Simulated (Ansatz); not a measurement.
One change: `FC(Cl)C[SiH3]` becomes `F[C@@H]([SiH3])[C@@H](F)Cl`.

Ansatz, PBE0-D4/def2-TZVP geometries, multiplicity 1. Each molecule was computed in one conformer, which needn't be the lowest.

```csv
property,`FC(Cl)C[SiH3]`
HOMO energy (ωB97M-V/def2-TZVPP) / eV,-10.92
LUMO energy (PBE/def2-TZVPP) / eV,-0.67
size of the dipole moment (PBE/def2-TZVPP) / D,1.78
LUMO energy (B3LYP/def2-TZVPP) / eV,0.09
HOMO–LUMO gap (B3LYP/def2-TZVPP) / eV,8.48
HOMO energy (B3LYP/def2-TZVPP) / eV,-8.39
```

Q: Give the same properties after the change, and the shifts. (An estimate is asked.)

A: Ansatz gave: 
```tsv
property	`F[C@@H]([SiH3])[C@@H](F)Cl`	shift
HOMO energy (ωB97M-V/def2-TZVPP) / eV	-11.03	-0.11
LUMO energy (PBE/def2-TZVPP) / eV	-0.95	-0.28
size of the dipole moment (PBE/def2-TZVPP) / D	2.59	0.81
LUMO energy (B3LYP/def2-TZVPP) / eV	-0.14	-0.23
HOMO–LUMO gap (B3LYP/def2-TZVPP) / eV	8.38	-0.10
HOMO energy (B3LYP/def2-TZVPP) / eV	-8.52	-0.13
```

With PBE0 the HOMO falls by 0.11 eV and the LUMO falls by 0.26 eV, so the gap narrows by about 0.15 eV. PBE moves the HOMO by -0.08 eV and ωB97M-V by -0.11 eV. Dipoles are sizes alone; their direction can turn.

B3LYP here is the variant with VWN-RPA as its local correlation; programs differ in this.
